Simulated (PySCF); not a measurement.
B(Me)(OMe)(SiH3) (C2H9BOSi), SMILES COB(C)[SiH3].

Geometry: B3LYP-D3(BJ)/def2-SVP. The structure was generated by enumeration, and PubChem lists no compound with its InChIKey, so it may never have been made. One conformer was computed; it need not be the lowest.

Two levels are set side by side: TDDFT-PBE/def2-SVPD (PySCF) and TDDFT-PBE0/def2-SVPD (PySCF). Vertical, same geometry. The lowest singlet is HOMO→LUMO 99 % with PBE and HOMO→LUMO 98 % with the other functional; states are paired by order. Differences are taken from unrounded values.

```json
[
 {"quantity": "lowest singlet excitation (eV)", "TDDFT-PBE0": "5.25"},
 {"quantity": "lowest triplet excitation (TDA) (eV)", "TDDFT-PBE0": "4.44"},
 {"quantity": "first bright state (f over 0.05) (eV)", "TDDFT-PBE0": "7.50"},
 {"quantity": "its oscillator strength", "TDDFT-PBE0": "0.08"}
]
```

Question: What does TDDFT-PBE give, and how far is it from TDDFT-PBE0? (An estimate is asked for; the answer gives what the named calculation found.)

Answer: 
| quantity | TDDFT-PBE | TDDFT-PBE minus TDDFT-PBE0 |
|---|---|---|
| lowest singlet excitation (eV) | 4.93 | -0.31 |
| lowest triplet excitation (TDA) (eV) | 4.24 | -0.21 |
| first bright state (f over 0.05) (eV) | 6.84 | -0.66 |
| its oscillator strength | 0.06 | -0.02 |

Functionals without exact exchange tend to place singlet excitations lower, as here. Differences between two approximate levels are no errors against the true value.

Rough cost on one machine, each run with all the roots and properties that it gave: TDDFT-PBE0 against TDDFT-PBE about 3 times.
